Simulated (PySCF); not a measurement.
PySCF input file for C4F6, SMILES FC1=C(F)C(F)(F)C1(F)F, B3LYP-D3(BJ)/def2-SVP. The structure is a stationary point at B3LYP-D3(BJ)/def2-SVP.

```python
import numpy as np
from pyscf import gto, scf, dft, df
from pyscf.hessian import thermo

mol = gto.M(
    atom='''
    F    -1.59547844    0.00000000   -1.89623322
    C    -0.67244992    0.00000000   -0.96906116
    C     0.67245000    0.00000000   -0.96906110
    F     1.59547864    0.00000000   -1.89623307
    C     0.78582307   -0.00000000    0.53393800
    F     1.34445599   -1.08851492    1.09315770
    F     1.34445599    1.08851492    1.09315770
    C    -0.78582312   -0.00000000    0.53393792
    F    -1.34445610    1.08851492    1.09315756
    F    -1.34445610   -1.08851492    1.09315756
    ''',
    basis='def2-SVP',
    charge=0,
    spin=0,
    max_memory=1600,
    verbose=3,
)
mf = dft.RKS(mol, xc='b3lyp').density_fit(auxbasis='def2-universal-jkfit')
mf.disp = 'd3bj'
mf.grids.level = 3
mf.conv_tol = 1e-11
mf.max_cycle = 100
mf.kernel()

# [left out here: the lines that compute and print the analytic Hessian (its translational invariance restored by hand, since the grid's response is missing), thermochemistry and intensities]
```

Log of the run:

```
converged SCF energy = -750.829740406127

WARN: DFTD3 does not support analytical Hessian, using finite difference


WARN: Mole.unit (angstrom) is changed to Bohr

Mode                                 0                   1                   2
Irrep
Freq [cm^-1]                       65.7721            182.4679            210.1255
Reduced mass [au]                  18.3914             16.9877             18.8711
Force const [Dyne/A]                0.0469              0.3332              0.4909
Char temp [K]                      94.6315            262.5306            302.3239
Normal mode                   x     y     z       x     y     z       x     y     z
       0   F                 0.00  0.11 -0.00   -0.00 -0.09 -0.00    0.00  0.02 -0.00
       1   C                -0.00  0.05 -0.00   -0.00  0.07 -0.00   -0.00  0.01 -0.00
       2   C                 0.00 -0.05 -0.00   -0.00  0.07  0.00   -0.00  0.01  0.00
       3   F                 0.00 -0.11 -0.00    0.00 -0.09  0.00    0.00  0.02  0.00
       4   C                -0.00  0.01 -0.00   -0.00  0.06 -0.00   -0.00  0.02 -0.00
       5   F                 0.03  0.05  0.05   -0.03  0.00 -0.07   -0.11 -0.02  0.04
       6   F                -0.03  0.05 -0.05    0.03  0.00  0.07    0.11 -0.02 -0.04
       7   C                 0.00 -0.01 -0.00   -0.00  0.06  0.00   -0.00  0.02  0.00
       8   F                -0.03 -0.05  0.05   -0.03  0.00  0.07   -0.11 -0.02 -0.04
       9   F                 0.03 -0.05 -0.05    0.03  0.00 -0.07    0.11 -0.02  0.04
Mode                                 3                   4                   5
Irrep
Freq [cm^-1]                      224.1817            234.4070            264.1393
Reduced mass [au]                  18.9653             18.9700             18.1479
Force const [Dyne/A]                0.5616              0.6141              0.7460
Char temp [K]                     322.5476            337.2596            380.0376
Normal mode                   x     y     z       x     y     z       x     y     z
       0   F                 0.00 -0.07 -0.00   -0.09 -0.00  0.10   -0.04  0.00  0.10
       1   C                 0.00  0.01 -0.00   -0.00 -0.00  0.00    0.04  0.00  0.01
       2   C                 0.00 -0.01 -0.00    0.00 -0.00  0.00    0.04  0.00 -0.01
       3   F                -0.00  0.07 -0.00    0.09  0.00  0.10   -0.04 -0.00 -0.10
       4   C                -0.00 -0.00 -0.00    0.00 -0.00 -0.01    0.03  0.00  0.03
       5   F                -0.06  0.01  0.09    0.04 -0.00 -0.05   -0.00  0.01  0.08
       6   F                 0.06  0.01 -0.09    0.04  0.00 -0.05   -0.00 -0.01  0.08
       7   C                 0.00  0.00 -0.00   -0.00 -0.00 -0.01    0.03  0.00 -0.03
       8   F                 0.06 -0.01  0.09   -0.04  0.00 -0.05   -0.00  0.01 -0.08
       9   F                -0.06 -0.01 -0.09   -0.04 -0.00 -0.05   -0.00 -0.01 -0.08
Mode                                 6                   7                   8
Irrep
Freq [cm^-1]                      280.3915            427.1494            472.3058
Reduced mass [au]                  18.2087             17.3338             17.4070
Force const [Dyne/A]                0.8434              1.8634              2.2878
Char temp [K]                     403.4209            614.5729            679.5429
Normal mode                   x     y     z       x     y     z       x     y     z
       0   F                -0.07  0.00  0.02   -0.05  0.00 -0.08    0.07 -0.00  0.04
       1   C                -0.01 -0.00 -0.04   -0.07 -0.00 -0.03    0.01  0.00  0.07
       2   C                 0.01  0.00 -0.04   -0.07 -0.00  0.03   -0.01 -0.00  0.07
       3   F                 0.07 -0.00  0.02   -0.05  0.00  0.08   -0.07  0.00  0.04
       4   C                -0.03 -0.00 -0.03   -0.01  0.00  0.02   -0.01 -0.00  0.03
       5   F                -0.10 -0.01  0.01    0.05  0.04  0.04   -0.03 -0.06 -0.05
       6   F                -0.10  0.01  0.01    0.05 -0.04  0.04   -0.03  0.06 -0.05
       7   C                 0.03  0.00 -0.03   -0.01 -0.00 -0.02    0.01  0.00  0.03
       8   F                 0.10  0.01  0.01    0.05  0.04 -0.04    0.03  0.06 -0.05
       9   F                 0.10 -0.01  0.01    0.05 -0.04 -0.04    0.03 -0.06 -0.05
Mode                                 9                  10                  11
Irrep
Freq [cm^-1]                      487.5941            576.8984            638.3790
Reduced mass [au]                  15.9818             13.4881             17.3574
Force const [Dyne/A]                2.2387              2.6448              4.1677
Char temp [K]                     701.5393            830.0284            918.4852
Normal mode                   x     y     z       x     y     z       x     y     z
       0   F                -0.00 -0.04 -0.00   -0.00 -0.03 -0.00   -0.05  0.00 -0.04
       1   C                -0.00  0.09 -0.00   -0.00  0.17 -0.00   -0.01 -0.00 -0.04
       2   C                 0.00 -0.09 -0.00   -0.00  0.17  0.00   -0.01  0.00  0.04
       3   F                 0.00  0.04 -0.00   -0.00 -0.03  0.00   -0.05 -0.00  0.04
       4   C                 0.00 -0.07 -0.00    0.00 -0.04  0.00    0.06  0.00  0.04
       5   F                 0.07 -0.05  0.03    0.02 -0.02  0.05    0.01 -0.10  0.01
       6   F                -0.07 -0.05 -0.03   -0.02 -0.02 -0.05    0.01  0.10  0.01
       7   C                -0.00  0.07 -0.00    0.00 -0.04 -0.00    0.06  0.00 -0.04
       8   F                -0.07  0.05  0.03    0.02 -0.02 -0.05    0.01 -0.10 -0.01
       9   F                 0.07  0.05 -0.03   -0.02 -0.02  0.05    0.01  0.10 -0.01
Mode                                12                  13                  14
Irrep
Freq [cm^-1]                      649.4372            699.3961            858.1920
Reduced mass [au]                  13.2626             17.8083             12.5096
Force const [Dyne/A]                3.2957              5.1324              5.4283
Char temp [K]                     934.3956           1006.2752           1234.7471
Normal mode                   x     y     z       x     y     z       x     y     z
       0   F                -0.00  0.03 -0.00    0.06  0.00  0.06   -0.03  0.00  0.01
       1   C                -0.00 -0.17 -0.00    0.02 -0.00  0.02    0.09  0.00 -0.09
       2   C                 0.00  0.17 -0.00   -0.02  0.00  0.02    0.09  0.00  0.09
       3   F                 0.00 -0.03 -0.00   -0.06 -0.00  0.06   -0.03 -0.00 -0.01
       4   C                -0.00 -0.03 -0.00   -0.04 -0.00 -0.05   -0.10  0.00  0.10
       5   F                 0.03 -0.03  0.04   -0.02  0.09 -0.02    0.02  0.01 -0.02
       6   F                -0.03 -0.03 -0.04   -0.02 -0.09 -0.02    0.02 -0.01 -0.02
       7   C                -0.00  0.03  0.00    0.04  0.00 -0.05   -0.10 -0.00 -0.10
       8   F                -0.03  0.03  0.04    0.02 -0.09 -0.02    0.02  0.01  0.02
       9   F                 0.03  0.03 -0.04    0.02  0.09 -0.02    0.02 -0.01  0.02
Mode                                15                  16                  17
Irrep
Freq [cm^-1]                      983.6158           1000.0651           1158.0117
Reduced mass [au]                  13.5591             14.1172             12.8248
Force const [Dyne/A]                7.7292              8.3187             10.1327
Char temp [K]                    1415.2042           1438.8710           1666.1210
Normal mode                   x     y     z       x     y     z       x     y     z
       0   F                 0.04 -0.00  0.05   -0.06  0.00 -0.04   -0.04  0.00 -0.04
       1   C                 0.01 -0.00 -0.04    0.08 -0.00 -0.06   -0.05 -0.00  0.13
       2   C                -0.01 -0.00 -0.04    0.08  0.00  0.06    0.05 -0.00  0.13
       3   F                -0.04  0.00  0.05   -0.06 -0.00  0.04    0.04  0.00 -0.04
       4   C                 0.09 -0.00 -0.14    0.11  0.00 -0.04    0.12  0.00 -0.03
       5   F                 0.01 -0.03  0.03   -0.03  0.04 -0.02   -0.02  0.02 -0.01
       6   F                 0.01  0.03  0.03   -0.03 -0.04 -0.02   -0.02 -0.02 -0.01
       7   C                -0.09 -0.00 -0.14    0.11  0.00  0.04   -0.12  0.00 -0.03
       8   F                -0.01  0.03  0.03   -0.03  0.04  0.02    0.02 -0.02 -0.01
       9   F                -0.01 -0.03  0.03   -0.03 -0.04  0.02    0.02  0.02 -0.01
Mode                                18                  19                  20
Irrep
Freq [cm^-1]                     1202.1598           1210.0281           1298.1533
Reduced mass [au]                  13.4939             12.9701             12.6910
Force const [Dyne/A]               11.4898             11.1889             12.6008
Char temp [K]                    1729.6403           1740.9611           1867.7535
Normal mode                   x     y     z       x     y     z       x     y     z
       0   F                -0.00 -0.00 -0.00    0.00  0.00  0.00    0.03  0.00  0.02
       1   C                -0.00  0.01  0.00    0.00  0.01 -0.00   -0.08 -0.00 -0.00
       2   C                 0.00  0.01  0.00   -0.00 -0.01 -0.00   -0.08 -0.00  0.00
       3   F                 0.00 -0.00 -0.00   -0.00 -0.00  0.00    0.03  0.00 -0.02
       4   C                 0.00 -0.17  0.00   -0.00  0.18 -0.00    0.09  0.00  0.15
       5   F                -0.03  0.05 -0.02    0.02 -0.04  0.02   -0.02  0.02 -0.02
       6   F                 0.03  0.05  0.02   -0.02 -0.04 -0.02   -0.02 -0.02 -0.02
       7   C                -0.00 -0.17 -0.00    0.00 -0.18  0.00    0.09  0.00 -0.15
       8   F                -0.03  0.05  0.02   -0.02  0.04  0.02   -0.02  0.02  0.02
       9   F                 0.03  0.05 -0.02    0.02  0.04 -0.02   -0.02 -0.02  0.02
Mode                                21                  22                  23
Irrep
Freq [cm^-1]                     1409.0052           1440.8769           1854.6999
Reduced mass [au]                  12.4872             12.7209             12.2775
Force const [Dyne/A]               14.6063             15.5605             24.8832
Char temp [K]                    2027.2448           2073.1010           2668.5002
Normal mode                   x     y     z       x     y     z       x     y     z
       0   F                 0.01  0.00  0.02   -0.04 -0.00 -0.05   -0.03  0.00 -0.02
       1   C                 0.05 -0.00 -0.09    0.07  0.00  0.16    0.19  0.00  0.05
       2   C                -0.05 -0.00 -0.09    0.07  0.00 -0.16   -0.19  0.00  0.05
       3   F                -0.01  0.00  0.02   -0.04 -0.00  0.05    0.03 -0.00 -0.02
       4   C                 0.13  0.00  0.10   -0.01 -0.00  0.06   -0.00 -0.00 -0.03
       5   F                -0.02  0.02 -0.01    0.00  0.00 -0.00    0.00 -0.00  0.00
       6   F                -0.02 -0.02 -0.01    0.00 -0.00 -0.00    0.00  0.00  0.00
       7   C                -0.13  0.00  0.10   -0.01 -0.00 -0.06    0.00 -0.00 -0.03
       8   F                 0.02 -0.02 -0.01    0.00  0.00  0.00   -0.00  0.00  0.00
       9   F                 0.02  0.02 -0.01    0.00 -0.00  0.00   -0.00 -0.00  0.00
temperature 298.1500 [K]
pressure 101325.00 [Pa]
Rotational constants [GHz] 1.45691 1.44466 0.97823
Symmetry number 2
Zero-point energy (ZPE) 0.04061 [Eh]   106631.848 [J/mol]
                           tot       elec      trans        rot        vib
Entropy [J/mol/K]       373.087      0.000    172.199    117.397     83.491
Cv [J/mol/K]            120.444      0.000     12.472     12.472     95.501
Cp [J/mol/K]            128.759      0.000     20.786     12.472     95.501
Internal energy [J/mol]                      3718.434   3718.434 120866.927
Internal energy [Eh]   -750.78087  -750.82974
Enthalpy [J/mol]                             6197.391   3718.434 120866.927
Enthalpy [Eh]          -750.77993
Gibbs free energy [J/mol]                  -45143.859 -31283.403  95974.045
Gibbs free energy [Eh] -750.82230
mode   freq/cm-1   IR/(km/mol)
   1       65.77         0.000
   2      182.47         2.418
   3      210.13         0.885
   4      224.18         0.000
   5      234.41         0.173
   6      264.14         1.046
   7      280.39         2.416
   8      427.15         7.966
   9      472.31         8.761
  10      487.59         0.000
  11      576.90         0.002
  12      638.38         4.179
  13      649.44         0.000
  14      699.40         8.144
  15      858.19         0.005
  16      983.62       193.634
  17     1000.07       177.417
  18     1158.01        82.145
  19     1202.16       401.775
  20     1210.03         0.000
  21     1298.15        53.731
  22     1409.01       128.668
  23     1440.88       352.545
  24     1854.70        69.091
max |gradient| / (hartree/bohr): 9.536854349787412e-05
APT charges: [-0.4799  0.4354  0.4354 -0.4799  1.0928 -0.5242 -0.5242  1.0928 -0.5241
 -0.5241]
```

The calculation finished and met its thresholds.

Cost: roughly 5 core-minutes.
